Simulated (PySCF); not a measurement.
Species: C5H6FO (doublet state).
Z-matrix (Å and degrees, GFN2-xTB geometry), rows numbered from 1:
```
C 
C   1  1.3278
C   2  1.4791  1  121.48
O   3  1.2356  2  122.53  1     0.07
C   3  1.4296  2  115.88  1  -179.92
C   5  1.4687  3  120.06  2   179.95
F   6  1.3672  5  112.50  3   179.89
H   1  1.0781  2  119.81  3    -0.03
H   1  1.0764  2  122.71  3   180.00
H   2  1.0802  1  121.78  3  -179.96
H   5  1.0778  3  121.66  2    -0.01
H   6  1.1014  5  111.08  3    59.36
H   6  1.1015  5  111.13  3   -59.60
```

The hyperfine couplings belong to this conformer and change with its torsions.

As a line formula: `C=CC(=O)[CH]CF` [radical].

Computed, not measured: UKS B3LYP, pcH-1 on C F H O, non-relativistic, mean-field spin-orbit, GIAO in PySCF. Isolated species at its GFN2-xTB geometry (one conformer only). Couplings are sensitive to structure, and on GFN2-xTB geometries they can be far from those on DFT ones. The SCF solution wasn't tested for stability.

(1) Match the computed a_iso(13C) values +63.9, -35.4, -31.3, -3.8, +1.3 MHz with the sites C1; C2; C3; C5; C6.

## Answers

(1) 
| site | a_iso (MHz) | ρ(0) (bohr⁻³) | position | distance from C5 (Å) | spin population | largest \|T\| (MHz) |
| --- | --- | --- | --- | --- | --- | --- |
| C1 | +1.3 | +0.0011 | 3 bonds from C5 | 3.70 | +0.03 | 3.9 |
| C2 | -3.8 | -0.0034 | 2 bonds from C5 | 2.47 | -0.01 | 1.8 |
| C3 | -35.4 | -0.0315 | 1 bond from C5 | 1.43 | -0.09 | 10.2 |
| C5 | +63.9 | +0.0569 | largest spin population | 0.00 | +0.81 | 125.8 |
| C6 | -31.3 | -0.0278 | 1 bond from C5 | 1.47 | -0.06 | 2.5 |

ρ(0) is the spin density at the nucleus and T the dipolar tensor; entries for several nuclei are means. Largest spin populations (Mulliken): C5 (+0.81), O4 (+0.28), C3 (-0.09) and C6 (-0.06). The positive populations add up to 1.21 and the negative ones to -0.21, together 2S = 1. The angles at C5 add up to 360.0°, so it is planar; its axial dipolar tensor and the negative coupling of its proton fit spin in a p orbital normal to that plane.

The spin density at the nucleus, in bohr⁻³, is negative for C3 (-0.0315), C6 (-0.0278) and H11 (-0.0115), for instance. A restricted open-shell determinant has no negative spin density anywhere; here it arises because α and β orbitals differ (spin polarisation).

Nuclei that the bonding pattern makes equivalent are averaged, as if the motion that swaps them (rotation, inversion, ring flip) were fast.
